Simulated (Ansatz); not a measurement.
Total energies of Be₃Te₂⁺ from Ansatz at PBE0-D4/def2-TZVP, gas phase (1 Eh = 27.2114 eV = 2625.5 kJ/mol). The reference geometry is relaxed at PBE-D4/def2-SVP.

```
atom   x (Å)   y (Å)   z (Å)
 Be1   0.550   0.429   1.142
 Be2   0.758  -0.151  -1.092
 Be3  -1.308  -0.278  -0.050
 Te4  -0.372   1.841  -0.512
 Te5   0.372  -1.841   0.512
```

```
           state                    geometry  energy (Eh)
charge 1 doublet                   reference   -580.06567
charge 0 singlet                   reference   -580.28289
charge 1 quartet  relaxed at PBE-D4/def2-SVP   -579.98372
```

In the def2 sets Te takes a core potential; there is no spin–orbit coupling.

Work out the vertical electron affinity, to the singlet.

E(charge 1 doublet) − E(charge 0 singlet) = -580.06567 − (-580.28289) = 0.21722 Eh = 5.91 eV.

Which of the charge 1 states is lowest, and how far above it are the others?

The doublet. quartet: -579.98372 − (-580.06567) = 0.08195 Eh = 215.2 kJ/mol.

A triplet lies near this restricted singlet, and broken spin symmetry wasn't tried. 

The structure comes from a short search, and lower isomers may exist.
